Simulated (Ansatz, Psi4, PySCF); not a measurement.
CsF (SMILES [F][Cs]), singlet, geometry from GFN2-xTB (such geometries of metal compounds can be far from the true shape) (core potentials on Cs). Base run: BLYP/def2-SVP (PySCF).

PySCF was given this input:
```python
from pyscf import gto, scf, dft

mol = gto.M(
    atom='''
Cs   -0.000000   -0.000000   -0.324136
F     0.000000    0.000000    1.980834
''',
    basis='def2-svp',
    ecp={'Cs': 'def2-svp'},
    charge=0,
    spin=0,
    verbose=4,
)

mf = dft.RKS(mol)
mf.xc = 'blyp'
mf.kernel()
```

The same geometry, method and basis name were run in Ansatz (a first-principles code) and Psi4 and PySCF, at each program's defaults and at the settings that a row names. The base is PySCF at its defaults. Differences at the defaults can come from grids, fitting, cores and function types together.

```tsv
code and settings	ΔE vs base (µEh)	basis functions	E (Eh)	SCF cycles	dipole (D)
PySCF, defaults (exact integrals, its default grid, spherical functions)	0.0	38	-119.91402	10	6.66
Psi4, defaults (density fitting with its default set, its default grid, spherical functions)	-102	38	-119.91412	9	6.66
Ansatz, defaults (factorised integrals, its default grid, spherical functions)	35.3	38	-119.91398	-	-
PySCF, density fitting with def2-universal-jkfit	-21.3	38	-119.91404	10	6.66
PySCF, fine grid	35.7	38	-119.91398	10	6.66
Psi4, exact integrals, spherical functions, fine grid	33.4	38	-119.91399	11	6.66
Ansatz, high accuracy	35.9	38	-119.91398	-	-
```
